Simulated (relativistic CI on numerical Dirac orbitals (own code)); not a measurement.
## Cr2+ in a cubic cluster: 3p photoemission with charge transfer

Computed with a charge-transfer multiplet model of a cubic metal-ligand cluster with up to one ligand hole, Slater and spin-orbit integrals from Dirac-Coulomb-Breit ions, Slater integrals scaled by 0.7. The parameters are those of a tetrahedral site (10Dq negative, t2 hopping the larger). The ground state mixes d4 with configurations of k ligand holes L, whose averages lie at kΔ + k(k − 1)U_dd/2; a core hole lowers each added d electron by U_cd. 20 K, Lorentzian 0.9 eV and Gaussian 0.8 eV FWHM.

Atomic integrals in eV (Slater integrals scaled, ζ unscaled), ground: F2dd 6.716, F4dd 4.172, zeta_d 0.027; with the core hole: F2dd 7.561, F4dd 4.735, zeta_d 0.032, zeta_core 0.680, F2cd 8.184, G1cd 10.165, G3cd 6.187.

Cluster parameters (eV): Δ = 6.5, U_dd = 5.5, 10Dq = -0.2, 10Dq(ligand) = 0, V(eg) = 1.4, V(t2g) = -2.38, final-state hopping factor = 0.8.

```json
{"Case": "U_cd = 4.9 eV", "n_d": "4.22", "d4": "0.78", "d5L": "0.22", "S": "2.00"}
{"Case": "U_cd = 6.7 eV", "n_d": "4.22", "d4": "0.78", "d5L": "0.22", "S": "2.00"}
{"Case": "U_cd = 7.9 eV", "n_d": "4.22", "d4": "0.78", "d5L": "0.22", "S": "2.00"}
```

Weights, n_d and S are thermal averages at 20 K. Binding energies count from the first peak over 30 % of the highest in each spectrum, which can be another peak from case to case. The parameters are a model scan and need not match a compound or its usual spin state. Peaks in eV (height, largest 100):
- U_cd = 4.9 eV: 0.0 (98), 1.5 (100), 3.5 (47), 12.1 (21), 14.5 (13), 16.6 (34), 20.0 (5)
- U_cd = 6.7 eV: 0.0 (100), 3.4 (52), 12.1 (22), 13.9 (16), 16.2 (28), 19.3 (8)
- U_cd = 7.9 eV: 0.0 (100), 3.4 (53), 9.9 (15), 12.0 (26), 13.7 (17), 16.2 (27), 18.9 (9), 25.2 (7)

Curve for U_cd = 4.9 eV (points under 2 left out, the grid thinned):

E (eV), Intensity and a bar:
```
     -3.7        3.3 
     -3.1        4.5 #
     -2.5        6.6 #
     -1.9       10.9 ###
     -1.3       22.7 ######
     -0.7       57.3 #################
     -0.1       96.7 ##############################
      0.5       86.6 ##########################
      1.1       90.2 ###########################
      1.7       98.3 ##############################
      2.3       69.6 #####################
      2.9       48.9 ###############
      3.5       47.4 ##############
      4.1       44.1 #############
      4.7       38.2 ###########
      5.3       29.9 #########
      5.9       18.0 #####
      6.5       12.8 ###
      7.1       11.1 ###
      7.7        9.5 ##
      8.3        8.7 ##
      8.9        7.3 ##
      9.5        6.7 #
     10.2        8.5 ##
     10.8       13.3 ###
     11.4       18.4 #####
     12.0       20.9 ######
     12.6       19.8 ######
     13.2       15.3 ####
     13.8       12.7 ###
     14.4       13.4 ####
     15.0       13.0 ###
     15.6       15.7 ####
     16.2       28.6 ########
     16.8       32.6 ##########
     17.4       20.8 ######
     18.0       11.9 ###
     18.6        6.7 #
     19.2        4.8 #
     19.8        5.1 #
     20.4        4.9 #
     21.0        3.5 
     21.6        2.9 
     22.2        2.2 
     25.6        2.1
```

For the case U_cd = 6.7 eV, Δ = 6.5 eV is larger than U_dd = 5.5 eV, the Mott-Hubbard side of the Zaanen-Sawatzky-Allen scheme. With the core hole the configuration with one ligand hole lies at Δ − U_cd = 1.6, -0.2, -1.4 eV from the one without, in the order of the table; where this is negative the screened configuration lies lower, though the effective hopping of about 4.0 eV (from the holes of the mixed ground state) mixes the two strongly wherever it is as large as the gap.

With at most 1 ligand hole the space is cut while the next configuration still counts, so covalency is underestimated, and a final configuration with one more ligand hole, which can lie low, is missing from the spectra.
